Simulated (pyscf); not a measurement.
`[BH2][O][SnH3]`, singlet

Gas-phase minimum from PySCF at ωB97X-D3(BJ)/def2-SVP, one conformer. 

SMILES: B[O][SnH3]
```xyz
8

B     -1.4232     0.6357    -2.6486
O     -1.6849     0.7486    -1.3377
Sn    -0.3134     1.0504     0.1040
H     -0.2774     0.7110    -3.0732
H     -2.3532     0.4552    -3.4118
H      1.2019     1.1222    -0.6690
H     -0.4840    -0.2861     1.1424
H     -0.7744     2.5170     0.8324
```

Bond lengths (Å): B1–O2 1.342, B1–H4 1.224, B1–H5 1.217, O2–Sn3 2.013, Sn3–H6 1.703, Sn3–H7 1.701, Sn3–H8 1.701. Angles (°): O2–B1–H4 121.1, O2–B1–H5 118.5, H4–B1–H5 120.5, B1–O2–Sn3 125.4, O2–Sn3–H6 106.7, O2–Sn3–H7 104.5, O2–Sn3–H8 104.6, H6–Sn3–H7 113.5, H6–Sn3–H8 113.5, H7–Sn3–H8 112.9.

Properties at ωB97X-D3(BJ)/def2-SVP:

- Harmonic wavenumbers, unscaled: 30, 211, 287, 510, 531, 541, 724, 726, 734, 1025, 1071, 1219, 1419, 2001, 2008, 2010, 2497, 2597 cm⁻¹
- Zero-point energy: 28.8 kcal/mol
- Rotational symmetry number: 1
- Entropy of this conformer at 298 K and 1 atm, rigid rotor and harmonic oscillator, modes under 100 cm⁻¹ raised to 100: 314.4 J/(mol K)
- Dipole moment: 3.02 D

Single-point totals, which compare only within one level (frozen core for MP2 and CC):

| level | total energy (hartree) |
|---|---|
| ωB97X-D3(BJ)/def2-TZVP | -317.56060 |
| PBE/def2-TZVP | -317.29868 |
| r²SCAN/def2-TZVP | -317.46097 |
| B3LYP-D3(BJ)/def2-TZVP | -317.53467 |
| PBE0-D3(BJ)/def2-TZVP | -317.32348 |
| M06-2X/def2-TZVP | -317.32682 |
| ωB97M-D3(BJ)/def2-TZVP | -317.50206 |
| HF/def2-TZVPP | -315.87799 |
| MP2/def2-TZVPP | -316.55510 |
| CCSD/def2-TZVPP | -316.57758 |
| CCSD(T)/def2-TZVPP | -316.59981 |

The lowest mode is so soft that the shape along it may change with the basis. Soft torsions are taken as harmonic, which can shift the entropy by several J/(mol K). The CCSD(T) − MP2 part came from Ansatz, without density fitting, on the same reference. The frozen core leaves the outer d or s,p core shells of the metals and heavy elements correlated in the MP2 and CC values, and def2-TZVPP describes them poorly, so these totals are far from the basis limit. Elements past Kr carry the def2 core potentials, without spin-orbit coupling.
